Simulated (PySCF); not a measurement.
C5H5Cl. Atoms are numbered in the order given.

```xyz
11

C     -0.6607     3.0467     0.0000
C     -0.2876     1.8781     0.0000
C      0.2043     0.5368     0.0000
C      1.6993     0.3381     0.0000
C     -0.7076    -0.4748     0.0000
Cl    -0.2915    -2.1551     0.0000
H     -1.0013     4.0725     0.0000
H      2.1523     0.8187    -0.8912
H      2.1523     0.8187     0.8912
H      1.9571    -0.7366     0.0000
H     -1.7907    -0.2863     0.0000
```

The structure is a stationary point at PBE-D3(BJ)/def2-SVP. The structure was generated by enumeration; whether it is a known compound was not checked.

Level of theory: PBE0/def2-TZVP (PySCF).

Gas-phase values at a fixed geometry.

| Property | Result |
|---|---|
| total energy | -653.34304 hartree |
| point group | Cs |
| highest occupied level | -6.83 eV |
| lowest empty level | -1.15 eV |
| orbital gap | 5.68 eV |
| dipole moment | 0.94 D |
| quadrupole, principal values (traceless, Buckingham form, about the centre of nuclear charge) | -5.10, 0.12, 4.99 D·Å |
| mean static polarisability | 75.5 bohr³ (11.19 Å³) |
| polarisability, principal values | 44.5, 63.8, 118.3 bohr³ |
